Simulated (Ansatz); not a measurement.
`C[SiH]1SS1` and `N[SiH]1SS1` differ in one atom or group.

Ansatz, PBE0-D4/def2-TZVP geometries, multiplicity 1. Each molecule was computed in one conformer, which needn't be the lowest.

```
                                      property  `C[SiH]1SS1`
         HOMO–LUMO gap (B3LYP/def2-TZVPP) / eV          4.28
zero-point energy (PBE0-D4/def2-TZVP) / kJ/mol         128.7
           HOMO–LUMO gap (PBE/def2-TZVPP) / eV          2.61
         HOMO energy (ωB97M-V/def2-TZVPP) / eV         -8.36
           HOMO energy (B3LYP/def2-TZVPP) / eV         -5.98
         LUMO energy (ωB97M-V/def2-TZVPP) / eV          0.61
```

(1) What does the change do to each property? (Best estimate.)

Results:

(1) Ansatz gave: 
```json
{"property": "HOMO–LUMO gap (B3LYP/def2-TZVPP) / eV", "`N[SiH]1SS1`": "4.19", "shift": "-0.09"}
{"property": "zero-point energy (PBE0-D4/def2-TZVP) / kJ/mol", "`N[SiH]1SS1`": "100.4", "shift": "-28.3"}
{"property": "HOMO–LUMO gap (PBE/def2-TZVPP) / eV", "`N[SiH]1SS1`": "2.52", "shift": "-0.09"}
{"property": "HOMO energy (ωB97M-V/def2-TZVPP) / eV", "`N[SiH]1SS1`": "-8.27", "shift": "0.09"}
{"property": "HOMO energy (B3LYP/def2-TZVPP) / eV", "`N[SiH]1SS1`": "-5.90", "shift": "0.08"}
{"property": "LUMO energy (ωB97M-V/def2-TZVPP) / eV", "`N[SiH]1SS1`": "0.61", "shift": "0.00"}
```

The zero-point energy changes by -28.3 kJ/mol with -3 modes.

B3LYP here is the variant with VWN-RPA as its local correlation; programs differ in this.
